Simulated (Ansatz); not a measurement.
`[NH2][GeH2][Si](N)(O)O` + H–F → `[NH2][GeH2][F]` + `N[SiH](O)O`  (cleavage of the Ge–Si bond)

Isolated molecules relaxed with PBE0-D4/def2-TZVP in Ansatz; ΔE leaves out vibrations. CCSD(T)/CBS is the MP2 limit (def2-TZVPP, def2-QZVPP) plus CCSD(T) − MP2 in def2-TZVPP, frozen cores. This one scheme is used for every species. DFT in def2-TZVPP. B3LYP here is the variant with VWN-RPA as its local correlation; programs differ in this. For Ge outer-core shells are correlated without core-valence functions, which leaves a few kJ/mol of doubt a bond. Scalar relativity is left out up to krypton. Each species was taken in one conformer, which may not be the lowest.

```json
{"level": "r2SCAN-D4", "ΔE (kcal/mol)": "-18.7", "difference from CCSD(T)/CBS": "-1.2"}
{"level": "PBE0-D4", "ΔE (kcal/mol)": "-15.4", "difference from CCSD(T)/CBS": "2.1"}
{"level": "ωB97X-V", "ΔE (kcal/mol)": "-20.1", "difference from CCSD(T)/CBS": "-2.6"}
{"level": "ωB97M-V", "ΔE (kcal/mol)": "-19.5", "difference from CCSD(T)/CBS": "-2.0"}
{"level": "B2PLYP", "ΔE (kcal/mol)": "-21.4", "difference from CCSD(T)/CBS": "-3.9"}
{"level": "PBE", "ΔE (kcal/mol)": "-16.9", "difference from CCSD(T)/CBS": "0.6"}
{"level": "PBE0", "ΔE (kcal/mol)": "-17.5", "difference from CCSD(T)/CBS": "0.0"}
{"level": "B3LYP", "ΔE (kcal/mol)": "-21.8", "difference from CCSD(T)/CBS": "-4.3"}
{"level": "HF/def2-TZVPP", "ΔE (kcal/mol)": "-27.5", "difference from CCSD(T)/CBS": "-10.0"}
{"level": "MP2/def2-TZVPP", "ΔE (kcal/mol)": "-19.0", "difference from CCSD(T)/CBS": "-1.5"}
{"level": "SCS-MP2/def2-TZVPP", "ΔE (kcal/mol)": "-21.3", "difference from CCSD(T)/CBS": "-3.8"}
{"level": "CCSD/def2-TZVPP", "ΔE (kcal/mol)": "-19.5", "difference from CCSD(T)/CBS": "-2.0"}
{"level": "HF/def2-QZVPP", "ΔE (kcal/mol)": "-28.2", "difference from CCSD(T)/CBS": "-10.7"}
{"level": "MP2/def2-QZVPP", "ΔE (kcal/mol)": "-18.6", "difference from CCSD(T)/CBS": "-1.1"}
{"level": "MP2/CBS(def2)", "ΔE (kcal/mol)": "-17.9", "difference from CCSD(T)/CBS": "-0.4"}
{"level": "CCSD/CBS(def2)", "ΔE (kcal/mol)": "-18.5", "difference from CCSD(T)/CBS": "-1.0"}
{"level": "CCSD(T)/CBS", "ΔE (kcal/mol)": "-17.5", "difference from CCSD(T)/CBS": "0"}
```

Largest T1 diagnostic among the species: 0.012.

The D4 term adds +3.5 kcal/mol with B3LYP and +2.0 kcal/mol with PBE0; it sums over pairs of atoms, weighted by their polarisabilities, and B3LYP, whose exchange is more repulsive, gets the larger term. In def2-TZVPP, CCSD(T) changes the Hartree–Fock value by +8.9 kcal/mol (the triples alone add +1.0 kcal/mol) and MP2 by +8.5 kcal/mol.
